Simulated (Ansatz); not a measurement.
`O[SiH](O)F` + `C[SiH](F)N[SiH3]` → `C[SiH](F)N[SiH](O)O` + `F[SiH3]`  (redistribution)

Calculated with Ansatz (gas phase, PBE0-D4/def2-TZVP geometries, no zero-point term in ΔE). CCSD(T)/CBS adds triple-zeta CCSD(T) − MP2 to the extrapolated MP2 energy (def2 sets, frozen cores). This one scheme is used for every species. Functionals use def2-TZVPP. Each species was taken in one conformer, which may not be the lowest.

Problem. Is it downhill or uphill in electronic energy at CCSD(T)/CBS, and by how much? (Estimate.)

Solution. The calculation gave: Uphill: ΔE = +7.4 kJ/mol.

Problem. What do these levels give: r2SCAN, MP2/def2-TZVPP, CCSD/def2-TZVPP, CCSD(T)/def2-TZVPP, SCS-MP2/def2-QZVPP, HF/CBS(def2)? (Best estimate.)

Solution. Computed: r2SCAN 7.7, MP2/def2-TZVPP 6.9, CCSD/def2-TZVPP 8.2, CCSD(T)/def2-TZVPP 7.2, SCS-MP2/def2-QZVPP 7.3, HF/CBS(def2) 11.4 kJ/mol.

Largest T1 diagnostic among the species: 0.011.

In def2-TZVPP, CCSD(T) changes the Hartree–Fock value by −4.0 kJ/mol (the triples alone add −1.0 kJ/mol) and MP2 by −4.3 kJ/mol.
